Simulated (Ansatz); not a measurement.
[GaBrH3]- (GaH3Br⁻). The state is a singlet with charge -1. Geometry r2SCAN-D4/def2-TZVPD; atoms count from 1.

Cartesian coordinates in Å:
```
Ga -0.025 -0.226 -0.112
Br 0.221 1.988 0.982
H 0.553 -1.268 0.948
H 0.842 -0.117 -1.446
H -1.591 -0.377 -0.373
```

Estimate the Mulliken populations from the PBE0/def2-TZVPD orbitals of Ansatz.


```json
{"atom": "Ga1", "charge (e)": "0.20"}
{"atom": "Br2", "charge (e)": "-0.63"}
{"atom": "H3", "charge (e)": "-0.19"}
{"atom": "H4", "charge (e)": "-0.19"}
{"atom": "H5", "charge (e)": "-0.19"}
```
Mulliken values and Mayer orders depend strongly on the basis. With diffuse functions, as here, like atoms can get unlike values, and bond orders can come out too low or too high.

And the Mayer bond orders between bonded heavy atoms (over 0.3)?

Ga1–Br2 0.57 (2.48 Å).
